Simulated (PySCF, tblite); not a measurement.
Isomers of C4H12Si3. All values are computed: GFN2-xTB (tblite) harmonic vibrations without scaling, gas phase. Against measured fundamentals such values can be off by several per cent, at times by over 20. Modes of hydrogen on silicon can be 10 to 20 % off. One conformer each.

Electronic energies: PBE0/pcSseg-1 single points on the GFN2-xTB geometries (PySCF, gas phase).

```json
{"SMILES": "[SiH3]/C=C/[SiH2][SiH]1CC1", "electronic energy, lowest = 0 (kJ/mol)": "124.3"}
{"SMILES": "C=C1[SiH2][SiH2][SiH2][C@H]1C", "electronic energy, lowest = 0 (kJ/mol)": "0.0"}
{"SMILES": "C=C[C@H]1[SiH2][C@@H]([SiH3])[SiH2]1", "electronic energy, lowest = 0 (kJ/mol)": "21.1"}
{"SMILES": "[SiH3]/C=C\\[SiH2][SiH]1CC1", "electronic energy, lowest = 0 (kJ/mol)": "128.3"}
```

Question: How do GFN2-xTB zero-point energies change the relative energies?

Answer: 
```
                              SMILES  ZPE (kJ/mol)  of it from modes above 1550 cm⁻¹  electronic (kJ/mol)  with ZPE, lowest = 0 (kJ/mol)  lowest mode (cm⁻¹)  rings
       C=C1[SiH2][SiH2][SiH2][C@H]1C         356.3                             196.5                  0.0                            0.0                  66      1
C=C[C@H]1[SiH2][C@@H]([SiH3])[SiH2]1         344.6                             194.3                 21.1                            9.4                  11      1
          [SiH3]/C=C/[SiH2][SiH]1CC1         349.4                             198.7                124.3                          117.4                  16      1
          [SiH3]/C=C\[SiH2][SiH]1CC1         349.6                             198.0                128.3                          121.6                  19      1
```

The zero-point energies span 11.7 kJ/mol, from `C=C[C@H]1[SiH2][C@@H]([SiH3])[SiH2]1` to `C=C1[SiH2][SiH2][SiH2][C@H]1C`. The order is unchanged.

Question: And how do the electronic energies of GFN2-xTB itself compare?

Answer: `C=C1[SiH2][SiH2][SiH2][C@H]1C` 0.0; `C=C[C@H]1[SiH2][C@@H]([SiH3])[SiH2]1` 23.8; `[SiH3]/C=C/[SiH2][SiH]1CC1` 130.9; `[SiH3]/C=C\[SiH2][SiH]1CC1` 132.9 kJ/mol, lowest = 0. Against the energies above, taken from the same isomer `C=C1[SiH2][SiH2][SiH2][C@H]1C`, the largest difference is 6.6 kJ/mol.
